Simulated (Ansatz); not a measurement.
Reaction (ligand exchange at the Si–F bond): `F[SiH2]S[SiH3]` + `[SiH3]S` → `[SiH3]S[SiH2]S[SiH3]` + H–F

Computed with Ansatz on PBE0-D4/def2-TZVP structures; ΔE is electronic, products minus reactants. CCSD(T)/CBS adds triple-zeta CCSD(T) − MP2 to the extrapolated MP2 energy (def2 sets, frozen cores). This one scheme is used for every species. DFT in def2-TZVPP. B3LYP here is the variant with VWN-RPA as its local correlation; programs differ in this. One conformer a species, not always the lowest.

Problem. Is it downhill or uphill in electronic energy at CCSD(T)/CBS, and by how much? (Estimate.)

Solution. The calculation gave: Uphill: ΔE = +57.7 kJ/mol.

Problem. What do these levels give: PBE-D4, r2SCAN-D4, B3LYP-D4, ωB97X-V, ωB97M-V, PBE, r2SCAN, PBE0, HF/def2-TZVPP, SCS-MP2/def2-TZVPP, SCS-MP2/def2-QZVPP, CCSD/CBS(def2)? (Estimate.)

Solution. The calculation gave: PBE-D4 48.2, r2SCAN-D4 63.9, B3LYP-D4 62.8, ωB97X-V 66.9, ωB97M-V 63.8, PBE 64.0, r2SCAN 68.2, PBE0 63.1, HF/def2-TZVPP 101.1, SCS-MP2/def2-TZVPP 66.6, SCS-MP2/def2-QZVPP 64.6, CCSD/CBS(def2) 64.8 kJ/mol.

Largest T1 diagnostic among the species: 0.012.

The D4 term adds −25.7 kJ/mol with B3LYP and −14.4 kJ/mol with PBE0; it sums over pairs of atoms, weighted by their polarisabilities, and B3LYP, whose exchange is more repulsive, gets the larger term. In def2-TZVPP, CCSD(T) changes the Hartree–Fock value by −38.0 kJ/mol (the triples alone add −7.1 kJ/mol) and MP2 by −47.3 kJ/mol.
